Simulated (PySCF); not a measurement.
Job for PySCF: R-M06-2X/6-31G* on CH6Ge (SMILES [CH3][GeH3]).

```python
from pyscf import gto, scf, dft, mp
from pyscf.data.elements import chemcore

mol = gto.M(
    atom='''
    C    -0.25341318    1.63083710    0.35151952
    Ge    0.36107738   -0.22090226    0.16455308
    H    -0.69388115    1.75868986    1.33881518
    H    -0.99972265    1.85843719   -0.40893760
    H     0.58377618    2.31873543    0.23758930
    H     1.41222320   -0.56167803    1.24248981
    H     0.99942652   -0.46636205   -1.21691306
    H    -0.81507315   -1.20792001    0.32634282
    ''',
    basis='6-31g*',
    cart=True,
    charge=0, spin=0, verbose=3, max_memory=1800)
mf = dft.RKS(mol, xc='m062x')
mf.conv_tol = 1e-8
mf.max_cycle = 100
mf.kernel()
if not mf.converged:
    mf = mf.newton().run(mf.mo_coeff, mf.mo_occ)
```

Program output:

```
converged SCF energy = -2118.38607011518
```

Self-consistency was reached.

Cost: roughly 11 core-seconds.
